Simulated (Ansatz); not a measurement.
Ansatz results at the PBE0-D4/def2-TZVP geometry: LUMO energy (PBE0/def2-TZVPP) -2.49 eV; HOMO–LUMO gap (ωB97M-V/def2-TZVPP) 9.38 eV; HOMO energy (ωB97M-V/def2-TZVPP) -9.97 eV.

Q: Which molecule gave them?
A. `CSB(O)Cl`
B. `B[SiH2][SiH3]`
C. `O[Si]1([SiH3])[SiH2][SiH2]1`
D. `CCCCl`

A: B. The others give `O[Si]1([SiH3])[SiH2][SiH2]1`: -1.55, 8.93, -8.64; `CSB(O)Cl`: 0.08, 11.46, -9.47; `CCCCl`: 0.96, 13.17, -10.58.
